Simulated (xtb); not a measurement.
B$_{2}$Cl$_{4}$, charge -1, doublet, from a rough starting geometry (a state made from the parent by changing its charge; the spin is typed, not shown lowest); GFN2-xTB run with xtb.

Input for xtb:
```
$ xtb mol.xyz --gfn 2 --chrg -1 --uhf 1 --opt vtight --json

# file mol.xyz
6

Cl    -1.64855258    -1.40454991     0.63935645
B     -0.83489094    -0.08730784    -0.03375667
Cl    -1.81303683     1.07185373    -0.93070163
B      0.85218908     0.09320297     0.01403120
Cl     1.89779280    -1.06331295    -0.61396294
Cl     1.55324383     1.33613837     0.91923122
```

What the program printed (banner, timings and long lists left out):

```
   ID    Z sym.   atoms
    1   17 Cl     1, 3, 5, 6
    2    5 B      2, 4

           -------------------------------------------------
          |                Calculation Setup                |
           -------------------------------------------------

           -------------------------------------------------
          |                 G F N 2 - x T B                 |
           -------------------------------------------------

          ...................................................
          :                      SETUP                      :
          :.................................................:
          :  # basis functions                  48          :
          :  # atomic orbitals                  44          :
          :  # shells                           16          :
          :  # electrons                        35          :
          :  max. iterations                   250          :
          :  Hamiltonian                  GFN2-xTB          :
          :  restarted?                      false          :
          :  GBSA solvation                  false          :
          :  PC potential                    false          :
          :  electronic temp.          300.0000000     K    :
          :  accuracy                    1.0000000          :
          :  -> integral cutoff          0.2500000E+02      :
          :  -> integral neglect         0.1000000E-07      :
          :  -> SCF convergence          0.1000000E-05 Eh   :
          :  -> wf. convergence          0.1000000E-03 e    :
          :  Broyden damping             0.4000000          :
          :  net charge                         -1          :
          :  unpaired electrons                  1          :
          ...................................................

 iter      E             dE          RMSdq      gap      omega  full diag
   1    -20.7782937 -0.207783E+02  0.133E+01    1.10       0.0  T
   2    -20.9998305 -0.221537E+00  0.747E+00    1.21       1.0  T
   3    -20.9745038  0.253267E-01  0.380E+00    1.41       1.0  T
   4    -20.8773858  0.971179E-01  0.482E+00    1.85       1.0  T
   5    -21.0148936 -0.137508E+00  0.844E-01    1.25       1.0  T
   6    -21.0152999 -0.406235E-03  0.590E-01    1.25       1.0  T
   7    -21.0157944 -0.494561E-03  0.345E-01    1.26       1.0  T
   8    -21.0156791  0.115366E-03  0.303E-01    1.26       1.0  T
   9    -21.0160294 -0.350324E-03  0.121E-01    1.25       1.0  T
  10    -21.0160747 -0.453301E-04  0.402E-02    1.26       1.0  T
  11    -21.0160803 -0.560817E-05  0.151E-02    1.25       2.7  T
  12    -21.0160812 -0.909891E-06  0.639E-03    1.26       6.4  T
  13    -21.0160814 -0.162120E-06  0.362E-03    1.26      11.3  T
  14    -21.0160815 -0.468193E-07  0.122E-03    1.26      33.6  T
  15    -21.0160814  0.840189E-08  0.163E-03    1.26      25.1  T
  16    -21.0160815 -0.128211E-07  0.517E-04    1.26      79.0  T
  17    -21.0160815 -0.854605E-09  0.721E-05    1.26     566.0  T

   *** convergence criteria satisfied after 17 iterations ***

         :::::::::::::::::::::::::::::::::::::::::::::::::::::
         ::                     SUMMARY                     ::
         :::::::::::::::::::::::::::::::::::::::::::::::::::::
         :: total energy             -20.978022003203 Eh    ::
         :: gradient norm              0.124355774146 Eh/a0 ::
         :: HOMO-LUMO gap              1.255018412996 eV    ::
         ::.................................................::
         :: SCC energy               -21.016076258802 Eh    ::
         :: -> isotropic ES            0.159160573386 Eh    ::
         :: -> anisotropic ES         -0.008897507103 Eh    ::
         :: -> anisotropic XC         -0.022271202720 Eh    ::
         :: -> dispersion             -0.006701738208 Eh    ::
         :: repulsion energy           0.038054255599 Eh    ::
         :: add. restraining           0.000000000000 Eh    ::
         :: total charge              -1.000000000000 e     ::
         :::::::::::::::::::::::::::::::::::::::::::::::::::::

      -----------------------------------------------------------
     |                   =====================                   |
     |                        A N C O P T                        |
     |                   =====================                   |
     |               Approximate Normal Coordinate               |
     |                Rational Function Optimizer                |
      -----------------------------------------------------------
      -----------------------------------------------------------
     |                   =====================                   |
     |                        A N C O P T                        |
     |                   =====================                   |
     |               Approximate Normal Coordinate               |
     |                Rational Function Optimizer                |
      -----------------------------------------------------------

          ...................................................
          :                      SETUP                      :
          :.................................................:
          :   optimization level         verytight          :
          :   max. optcycles                   200          :
          :   ANC micro-cycles                  20          :
          :   degrees of freedom                12          :
          :.................................................:
          :   RF solver                   davidson          :
          :   write xtbopt.log                true          :
          :   linear?                        false          :
          :   energy convergence         0.1000000E-06 Eh   :
          :   grad. convergence          0.2000000E-03 Eh/α :
          :   maxmium RF displ.          1.0000000          :
          :   Hlow (freq-cutoff)         0.1000000E-01      :
[...]
 * total energy  :   -21.0196848 Eh     change       -0.3152913E-03 Eh
 * total energy  :   -21.0201325 Eh     change       -0.4477001E-03 Eh
 * total energy  :   -21.0201784 Eh     change       -0.4590216E-04 Eh
 * total energy  :   -21.0202493 Eh     change       -0.7081145E-04 Eh
 * total energy  :   -21.0202741 Eh     change       -0.2486700E-04 Eh
 * total energy  :   -21.0202913 Eh     change       -0.1717126E-04 Eh
 * total energy  :   -21.0202955 Eh     change       -0.4195966E-05 Eh
 * total energy  :   -21.0202989 Eh     change       -0.3452123E-05 Eh
 * total energy  :   -21.0203049 Eh     change       -0.5906983E-05 Eh
 * total energy  :   -21.0203068 Eh     change       -0.1904366E-05 Eh
 * total energy  :   -21.0203077 Eh     change       -0.8991871E-06 Eh
 * total energy  :   -21.0203078 Eh     change       -0.1871572E-06 Eh
 * total energy  :   -21.0203079 Eh     change       -0.4198274E-07 Eh
   *** GEOMETRY OPTIMIZATION CONVERGED AFTER 20 ITERATIONS ***
[...]
   1    -21.0501732 -0.210502E+02  0.163E-04    3.93       0.0  T
   2    -21.0501732 -0.245173E-10  0.143E-04    3.93     284.5  T
   3    -21.0501732 -0.120757E-10  0.120E-04    3.93     338.9  T

   *** convergence criteria satisfied after 3 iterations ***

         :::::::::::::::::::::::::::::::::::::::::::::::::::::
         ::                     SUMMARY                     ::
         :::::::::::::::::::::::::::::::::::::::::::::::::::::
         :: total energy             -21.020307885760 Eh    ::
         :: gradient norm              0.000114820054 Eh/a0 ::
         :: HOMO-LUMO gap              3.931841135105 eV    ::
         ::.................................................::
         :: SCC energy               -21.050168810736 Eh    ::
         :: -> isotropic ES            0.154092488328 Eh    ::
         :: -> anisotropic ES         -0.005463980550 Eh    ::
         :: -> anisotropic XC         -0.013043542862 Eh    ::
         :: -> dispersion             -0.006515177282 Eh    ::
         :: repulsion energy           0.029860924976 Eh    ::
         :: add. restraining           0.000000000000 Eh    ::
         :: total charge              -1.000000000000 e     ::
         :::::::::::::::::::::::::::::::::::::::::::::::::::::

           -------------------------------------------------
          |                Property Printout                |
           -------------------------------------------------

    * Orbital Energies and Occupations

         #    Occupation            Energy/Eh            Energy/eV
      -------------------------------------------------------------
         1        2.0000           -0.9025666             -24.5601
       ...           ...                  ...                  ...
         6        2.0000           -0.3518790              -9.5751
         7        2.0000           -0.3300185              -8.9803
         8        2.0000           -0.3179796              -8.6527
         9        2.0000           -0.3109841              -8.4623
        10        2.0000           -0.3082642              -8.3883
        11        2.0000           -0.2966282              -8.0717
        12        2.0000           -0.2833938              -7.7115
        13        2.0000           -0.2801865              -7.6243
        14        2.0000           -0.2796171              -7.6088
        15        2.0000           -0.2702332              -7.3534
        16        2.0000           -0.2684156              -7.3040
        17        2.0000           -0.2492877              -6.7835
        18        1.0000           -0.1586490              -4.3171 (HOMO)
        19                         -0.0141565              -0.3852 (LUMO)
        20                          0.0691924               1.8828
        21                          0.0828809               2.2553
        22                          0.0964426               2.6243
        23                          0.1341994               3.6518
        24                          0.1750577               4.7636
        25                          0.1798785               4.8947
        26                          0.1799309               4.8962
        27                          0.1805617               4.9133
        28                          0.1805933               4.9142
        29                          0.1806077               4.9146
       ...                                ...                  ...
        44                          0.7648530              20.8127
      -------------------------------------------------------------
                  HL-Gap            0.1444925 Eh            3.9318 eV
             Fermi-level           -0.1451855 Eh           -3.9507 eV

     #   Z          covCN         q      C6AA      α(0)
     1  17 Cl       0.908    -0.392   111.883    16.182
     2   5 B        2.617     0.284    17.609     7.102
     3  17 Cl       0.908    -0.392   111.890    16.183
     4   5 B        2.617     0.284    17.609     7.103
     5  17 Cl       0.908    -0.392   111.884    16.182
     6  17 Cl       0.908    -0.392   111.890    16.183

 Mol. C6AA /au·bohr⁶  :       2567.753122
 Mol. C8AA /au·bohr⁸  :     106332.248334
 Mol. α(0) /au        :         78.934373

Wiberg/Mayer (AO) data.
largest (>0.10) Wiberg bond orders for each atom

 ---------------------------------------------------------------------------
     #   Z sym  total        # sym  WBO       # sym  WBO       # sym  WBO
 ---------------------------------------------------------------------------
     1  17 Cl   0.968 --     2 B    0.889
     2   5 B    3.252 --     4 B    1.405     1 Cl   0.889     3 Cl   0.889
     3  17 Cl   0.967 --     2 B    0.889
     4   5 B    3.252 --     2 B    1.405     5 Cl   0.889     6 Cl   0.889
     5  17 Cl   0.968 --     4 B    0.889
     6  17 Cl   0.967 --     4 B    0.889
 ---------------------------------------------------------------------------

Topologies differ in total number of bonds
Writing topology from bond orders to xtbtopo.mol

molecular dipole:
                 x           y           z       tot (Debye)
 q only:       -0.002       0.016       0.002
   full:       -0.002       0.017       0.002       0.042
molecular quadrupole (traceless):
                xx          xy          yy          xz          yz          zz
 q only:      -10.410      -0.648      -4.040      -2.057       0.148      14.450
  q+dip:      -10.245      -0.276      -7.810      -2.347       0.258      18.055
   full:      -11.705      -0.537      -6.574      -2.483       0.226      18.279

optimized geometry written to: xtbopt.xyz

           -------------------------------------------------
          | TOTAL ENERGY              -21.020307885760 Eh   |
          | GRADIENT NORM               0.000114820054 Eh/α |
          | HOMO-LUMO GAP               3.931841135105 eV   |
           -------------------------------------------------

normal termination of xtb
```
